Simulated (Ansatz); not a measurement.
`O[SiH2]CBr` and `O[SiH2]CCl` differ in one element.

Ansatz, PBE0-D4/def2-TZVP geometries, multiplicity 1. Each molecule was computed in one conformer, which needn't be the lowest.

Scalar relativity is left out up to krypton.

```csv
property,`O[SiH2]CBr`
LUMO energy (ωB97M-V/def2-TZVPP) / eV,1.37
HOMO–LUMO gap (ωB97M-V/def2-TZVPP) / eV,11.41
HOMO–LUMO gap (PBE0/def2-TZVPP) / eV,7.35
size of the dipole moment (PBE/def2-TZVPP) / D,2.21
LUMO energy (B3LYP/def2-TZVPP) / eV,-0.72
LUMO energy (PBE0/def2-TZVPP) / eV,-0.45
```

**Question.** What does the change do to each property? (An estimate is asked.)

**Answer.** The calculation gave: 
| property | `O[SiH2]CCl` | shift |
| --- | --- | --- |
| LUMO energy (ωB97M-V/def2-TZVPP) / eV | 1.79 | 0.42 |
| HOMO–LUMO gap (ωB97M-V/def2-TZVPP) / eV | 12.21 | 0.80 |
| HOMO–LUMO gap (PBE0/def2-TZVPP) / eV | 8.15 | 0.80 |
| size of the dipole moment (PBE/def2-TZVPP) / D | 0.86 | -1.35 |
| LUMO energy (B3LYP/def2-TZVPP) / eV | -0.27 | 0.45 |
| LUMO energy (PBE0/def2-TZVPP) / eV | -0.02 | 0.43 |

With PBE0 the HOMO falls by 0.37 eV and the LUMO rises by 0.43 eV, so the gap widens by about 0.80 eV. PBE moves the HOMO by -0.28 eV and ωB97M-V by -0.39 eV. Dipoles are sizes alone; their direction can turn.

B3LYP here is the variant with VWN-RPA as its local correlation; programs differ in this.

Spin–orbit coupling is left out; it splits and shifts lone-pair levels of the heavy atoms by tenths of an eV.
